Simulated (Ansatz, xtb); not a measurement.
**Relative energy of two structures of FGeH5NSn+**

Structure I: a singlet given by its coordinates. Structure II: `[F][Sn][NH2+][GeH3]`, a singlet. Both are isolated ions in the gas phase, relaxed with PBE-D3(BJ)/def2-SVP; the shapes shown needn't be the lowest conformers.

I (Å):

```xyz
9

F     0.2138   -2.1104    1.5942
Ge   -0.9497    0.1892   -0.8436
N    -1.9871   -1.0591    0.5092
Sn    1.5769   -1.1115    0.5024
H    -2.6076   -1.7176    0.0114
H    -1.3088   -1.6177    1.0943
H    -2.5877   -0.5078    1.1430
H     0.1476   -1.0915   -1.1181
H     0.1743    0.5290    0.3977
```

Close contacts (Å): F1–Sn4 2.01, Ge2–N3 2.11, Ge2–Sn4 3.14, Ge2–H8 1.71, Ge2–H9 1.71, N3–H5 1.03, N3–H6 1.06, N3–H7 1.03, Sn4–H8 2.16, Sn4–H9 2.16.

II (Å):

```yaml
atoms:
  - { symbol: F, position_ang: [-1.6596, -1.7409, -0.1112] }
  - { symbol: Ge, position_ang: [1.8108, -0.4138, -2.1673] }
  - { symbol: N, position_ang: [0.8830, -0.5010, -0.4267] }
  - { symbol: Sn, position_ang: [-1.3452, 0.1827, -0.3095] }
  - { symbol: H, position_ang: [0.7757, -1.4943, -0.1482] }
  - { symbol: H, position_ang: [1.4787, -0.0621, 0.2965] }
  - { symbol: H, position_ang: [0.7293, -0.9105, -3.1471] }
  - { symbol: H, position_ang: [2.1367, 1.0835, -2.3085] }
  - { symbol: H, position_ang: [3.0289, -1.3434, -2.0373] }
```

Question: Estimate which is lower in electronic energy at CCSD(T)/def2-SVP + ΔMP2/def2-TZVPP, and by roughly how much.

Answer: The CCSD(T)/def2-SVP + ΔMP2/def2-TZVPP calculation puts structure II lower, by 0.209 eV.

The same difference at several levels:

```tsv
level	geometry	E(II) − E(I) (eV)	departure from the last row (eV)	job, with rough time for the two
PBE-D3(BJ)/def2-SVP	PBE-D3(BJ)/def2-SVP	+0.273	+0.482	optimisation, 85 s
HF/def2-SVP	PBE-D3(BJ)/def2-SVP	−0.560	−0.351	part of the CCSD(T) run
MP2/def2-SVP	PBE-D3(BJ)/def2-SVP	−0.395	−0.186	part of the CCSD(T) run
CCSD(T)/def2-SVP	PBE-D3(BJ)/def2-SVP	−0.259	−0.050	single point
CCSD(T)/def2-SVP + ΔMP2/def2-TZVPP	PBE-D3(BJ)/def2-SVP	−0.209		single point, 42 s
```

PBE-D3(BJ)/def2-SVP puts the two in the other order. The largest departure from CCSD(T)/def2-SVP + ΔMP2/def2-TZVPP is that of PBE-D3(BJ)/def2-SVP, 0.482 eV. Levels run at GFN2-xTB geometries aren't shown. The last row adds to CCSD(T) the change of the MP2 difference between the two basis sets, here +0.050 eV.

With harmonic frequencies from PBE-D3(BJ)/def2-SVP (ideal gas, rigid rotor, one conformer each, 298.15 K, 1 atm): on the last row, ΔE + ΔZPE = −0.287 eV. A mode under 50 cm⁻¹ makes harmonic enthalpies and free energies unreliable, so none is given.

The correlated steps freeze 15 core orbitals; the filled d shell of Ge and Sn is correlated, in a basis made for valence electrons. Atoms past krypton carry core potentials in the def2 sets and no spin–orbit term is included. Codes used: Ansatz 0.2.0; the last row on 2 threads of Intel(R) Xeon(R) Platinum 8375C CPU @ 2.90GHz (Ice Lake) on a shared host.
